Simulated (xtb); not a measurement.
xtb input (GFN2-xTB):

```bash
xtb mol.xyz --gfn 2 --ohess tight --chrg 0 --uhf 0
```
mol.xyz:
```
10

Si     2.61660120    -0.59774345     0.46721201
N      1.25481104    -0.34579730    -0.58715830
Si    -0.30903216     0.07848688    -0.21445089
Cl    -0.86169286     1.91179193    -0.98998104
Cl    -1.69748884    -1.29590897    -0.92498072
Cl    -0.46234392     0.17341306     1.84444181
H      3.76739522    -0.91758235    -0.39307894
H      2.89544365     0.55633587     1.27808278
H      2.36598221    -1.74473950     1.38108981
H      1.42410340    -0.42783068    -1.54705815
```

Output:

```
           -------------------------------------------------
          |                Calculation Setup                |
           -------------------------------------------------

           -------------------------------------------------
          |                 G F N 2 - x T B                 |
           -------------------------------------------------

        Reference                      10.1021/acs.jctc.8b01176
      * Hamiltonian:
        H0-scaling (s, p, d)           1.850000    2.230000    2.230000
        zeta-weighting                 0.500000
      * Dispersion:
        s8                             2.700000
        a1                             0.520000
        a2                             5.000000
        s9                             5.000000
      * Repulsion:
        kExp                           1.500000    1.000000
        rExp                           1.000000
      * Coulomb:
        alpha                          2.000000
        third order                    shell-resolved
        anisotropic                    true
        a3                             3.000000
        a5                             4.000000
        cn-shift                       1.200000
        cn-exp                         4.000000
        max-rad                        5.000000

          ...................................................
          :                      SETUP                      :
          :.................................................:
          :  # basis functions                  58          :
          :  # atomic orbitals                  53          :
          :  # shells                           21          :
          :  # electrons                        38          :
          :  max. iterations                   250          :
          :  Hamiltonian                  GFN2-xTB          :
          :  restarted?                      false          :
          :  GBSA solvation                  false          :
          :  PC potential                    false          :
          :  electronic temp.          300.0000000     K    :
          :  accuracy                    1.0000000          :
          :  -> integral cutoff          0.2500000E+02      :
          :  -> integral neglect         0.1000000E-07      :
          :  -> SCF convergence          0.1000000E-05 Eh   :
          :  -> wf. convergence          0.1000000E-03 e    :
          :  Broyden damping             0.4000000          :
          :  net charge                          0          :
          :  unpaired electrons                  0          :
          ...................................................

 iter      E             dE          RMSdq      gap      omega  full diag
   1    -22.1844193 -0.221844E+02  0.694E+00    5.71       0.0  T
   2    -22.3127583 -0.128339E+00  0.458E+00    5.59       1.0  T
   3    -22.3289909 -0.162326E-01  0.265E+00    5.69       1.0  T
   4    -22.3125653  0.164256E-01  0.246E+00    5.49       1.0  T
   5    -22.3430599 -0.304946E-01  0.971E-01    5.65       1.0  T
   6    -22.3453988 -0.233890E-02  0.235E-01    5.72       1.0  T
[...]

   Z      Z             #   av. dist./Å        max./Å        min./Å
   1 H    7 N           1     1.0071347     1.0071347     1.0071347
   1 H   14 Si          3     1.4615318     1.4620966     1.4608374
   7 N   14 Si          2     1.7343363     1.7522747     1.7163979
  14 Si  17 Cl          3     2.0132306     2.0179190     2.0041942

           -------------------------------------------------
          |               Frequency Printout                |
           -------------------------------------------------
 projected vibrational frequencies (cm⁻¹)
eigval :       -0.00    -0.00    -0.00     0.00     0.00     0.00
eigval :      -19.42    83.89    89.07   115.25   131.64   172.52
eigval :      190.53   251.29   317.84   405.25   515.68   534.85
eigval :      576.75   590.91   718.62   748.47   781.00   799.75
eigval :      984.35  1200.84  2263.03  2273.78  2278.09  3476.92
 reduced masses (amu)
   1: 33.43   2: 31.05   3: 31.00   4: 30.98   5: 31.48   6: 27.13   7: 20.80   8:  4.61
   9: 30.84  10: 28.59  11: 31.94  12: 30.35  13: 23.92  14: 25.17  15:  7.04  16: 30.41
  17: 30.09  18: 29.89  19:  3.12  20:  7.53  21: 15.97  22:  2.39  23:  2.22  24:  6.25
  25: 13.57  26:  4.51  27:  2.14  28:  1.32  29:  2.09  30:  1.86
 IR intensities (km·mol⁻¹)
   1:  0.13   2:  0.01   3:  0.41   4:  0.02   5:  0.03   6:  0.25   7:  0.26   8:  1.70
   9:  1.10  10:  3.26  11:  7.29  12: 18.54  13: 10.98  14: 12.90  15: 75.38  16: 15.32
  17: 95.32  18: 61.67  19: 49.90  20: 38.96  21:102.77  22:180.31  23:201.38  24:508.84
  25:242.38  26:325.83  27:293.48  28: 83.66  29:368.29  30:  2.78
 Raman intensities (Ä⁴*amu⁻¹)
   1:  0.00   2:  0.00   3:  0.00   4:  0.00   5:  0.00   6:  0.00   7:  0.00   8:  0.00
   9:  0.00  10:  0.00  11:  0.00  12:  0.00  13:  0.00  14:  0.00  15:  0.00  16:  0.00
  17:  0.00  18:  0.00  19:  0.00  20:  0.00  21:  0.00  22:  0.00  23:  0.00  24:  0.00
  25:  0.00  26:  0.00  27:  0.00  28:  0.00  29:  0.00  30:  0.00
 output can be read by thermo (or use thermo option).
 writing <g98.out> molden fake output.
 recommended (thermochemical) frequency scaling factor: 1.0
           -------------------------------------------------
          |             Thermodynamic Functions             |
           -------------------------------------------------

c1  symmetry found (for desy threshold:  0.10E+00) used in thermo
 inverting freq            1   19.421320134359661

          ...................................................
          :                      SETUP                      :
          :.................................................:
          :  # frequencies                          24      :
          :  # imaginary freq.                       0      :
          :  linear?                             false      :
          :  only rotor calc.                    false      :
          :  symmetry                               c1      :
          :  rotational number                       1      :
Note: The following floating-point exceptions are signalling: IEEE_UNDERFLOW_FLAG IEEE_DENORMAL
normal termination of xtb
          :  scaling factor                  1.0000000      :
          :  rotor cutoff                   50.0000000 cm⁻¹ :
          :  imag. cutoff                  -20.0000000 cm⁻¹ :
          :.................................................:

    mode    ω/cm⁻¹     T·S(HO)/kcal·mol⁻¹    T·S(FR)/kcal·mol⁻¹   T·S(vib)
   ------------------------------------------------------------------------
       1     19.42    -1.99537 (  2.23%)    -1.33620 ( 97.77%)    -1.35087
       2     83.89    -1.13226 ( 88.80%)    -0.90312 ( 11.20%)    -1.10659
       3     89.07    -1.09730 ( 90.97%)    -0.88539 (  9.03%)    -1.07816
       4    115.25    -0.94768 ( 96.58%)    -0.80908 (  3.42%)    -0.94293
       5    131.64    -0.87118 ( 97.96%)    -0.76970 (  2.04%)    -0.86911
       6    172.52    -0.71792 ( 99.30%)    -0.68961 (  0.70%)    -0.71772
       7    190.53    -0.66268 ( 99.53%)    -0.66019 (  0.47%)    -0.66267
       8    251.29    -0.51326 ( 99.84%)    -0.57820 (  0.16%)    -0.51336
   ------------------------------------------------------------------------

   temp. (K)  partition function   enthalpy   heat capacity  entropy
                                   cal/mol     cal/K/mol   cal/K/mol   J/K/mol
 298.15  VIB  0.447E+04             4607.037     25.121     29.819
         ROT  0.869E+06              888.752      2.981     30.157
         INT  0.388E+10             5495.789     28.102     59.975
         TR   0.235E+28             1481.254      4.968     41.461
         TOT                        6977.0428    33.0702   101.4361   424.4086

       T/K    H(0)-H(T)+PV         H(T)/Eh          T*S/Eh         G(T)/Eh
   ------------------------------------------------------------------------
    298.15    0.111186E-01    0.555879E-01    0.481956E-01    0.739232E-02
   ------------------------------------------------------------------------

         :::::::::::::::::::::::::::::::::::::::::::::::::::::
         ::                  THERMODYNAMIC                  ::
         :::::::::::::::::::::::::::::::::::::::::::::::::::::
         :: total free energy         -22.239872663069 Eh   ::
         ::.................................................::
         :: total energy              -22.247264980805 Eh   ::
         :: zero point energy           0.044469253108 Eh   ::
         :: G(RRHO) w/o ZPVE           -0.037076935372 Eh   ::
         :: G(RRHO) contrib.            0.007392317736 Eh   ::
         :::::::::::::::::::::::::::::::::::::::::::::::::::::
imag cut-off (cm-1) :    5.00
 found            1  significant imaginary frequency
 writing imag mode distorted coords to xtbhess.xyz
 for further optimization.

optimized geometry written to: xtbopt.xyz

           -------------------------------------------------
          | TOTAL ENERGY              -22.247264980805 Eh   |
          | TOTAL ENTHALPY            -22.191677102225 Eh   |
          | TOTAL FREE ENERGY         -22.239872663069 Eh   |
          | GRADIENT NORM               0.000398001634 Eh/α |
          | HOMO-LUMO GAP               5.509750922199 eV   |
           -------------------------------------------------

------------------------------------------------------------------------
------------------------------------------------------------------------
 total:
 SCF:
 ANC optimizer:
 analytical hessian:
```
